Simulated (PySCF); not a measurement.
Harmonic spectrum computed at PBE0 in the def2-TZVP basis family (core potentials from Rb on, PySCF, no spin–orbit coupling):

| ω (cm⁻¹) | IR (km/mol, summed over degenerate members) | degeneracy |
| --- | --- | --- |
| 703 | 327 | 1 |
| 788 | 424 | 2 |
| 1925 | 0.0 | 1 |
| 1934 | 519 | 2 |

Q: Which molecule gave it? In each, all ligands are bound to the one heavy central atom.
A. PH₃ (singlet)
B. RhH₃ (singlet)
C. AlH₃ (singlet)
D. RuH₃ (doublet)
E. GeH₃ (doublet)

A: C. It has D3h symmetry with Al–H 1.586 Å (×3).
